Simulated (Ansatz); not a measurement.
# Which is lower?

The two ends of one reaction step of CH5ClSn, closed shell (PBE0-D4/def2-TZVP).

A:

Sn1  (0.550, -0.092, 1.299)
Cl2  (-2.421, 0.404, -1.576)
C3  (0.679, -0.113, -0.658)
H4  (-1.201, 0.200, -1.092)
H5  (0.542, 1.342, 2.201)
H6  (0.083, -1.449, 2.200)
H7  (0.734, -1.056, -1.187)
H8  (1.034, 0.764, -1.187)
(Å)

B:

Sn1  (-0.322, 0.091, 0.897)
Cl2  (-2.617, -0.101, 0.468)
C3  (0.632, -0.084, -0.995)
H4  (0.279, 0.710, -1.652)
H5  (-0.121, 1.619, 1.625)
H6  (0.049, -1.180, 1.971)
H7  (0.387, -1.051, -1.434)
H8  (1.714, -0.004, -0.880)
(Å)

Ansatz 0.2.0; basis: def2-TZVPP; cores frozen in the correlated methods. Filled d shells of the heavier atoms are correlated. Core potentials replace the inner electrons of the atoms past krypton. The def2 sets are not built for correlating such inner shells, so the correlated values are less sure here. B3LYP uses VWN-RPA correlation.

**Question.** Which structure is lower at CCSD(T), and by how much? (Judge from chemistry; the value comes from the calculation.)

**Answer.** The calculation gives: B, by 3.040 eV (electronic energy, against the other). By their contacts, A is a complex of CH₄Sn ([CH2][SnH2]) + HCl and B is CH₅ClSn ([CH3][SnH2][Cl]).

All methods give the same order:

```csv
method,E(B) − E(A) (eV)
SPW92,-2.890
PBE-D4,-2.883
BLYP-D4,-2.809
r2SCAN-D4,-3.117
B97M-V,-3.204
PBE0-D4,-3.149
B3LYP-D4,-3.041
r2SCAN0-D4,-3.276
BHLYP-D4,-3.357
CAM-B3LYP-D4,-3.208
wB97X-V,-3.354
wB97M-V,-3.257
B2PLYP,-3.060
PBE-QIDH,-3.261
RPA on PBE,-2.989
HF,-3.686
MP2,-3.056
CCSD,-3.170
CCSD(T),-3.040
```

The T1 diagnostic stays at or below 0.016. The restricted Hartree–Fock reference is unstable towards an unrestricted one at one or more of these structures.

Labels in which every atom is bracketed show which atoms are joined, not bond orders.

For scale, one of the runs: CCSD(T)/def2-TZVPP, 193 basis functions, launched by `ansatz run in.yaml --threads 4 --pin off --events-out ev --progress --plain --max-ram 9574MiB`. The run took 80 s on 4 CPU threads of an Intel Xeon (shared host), with 2.4 GiB of host memory at its peak.
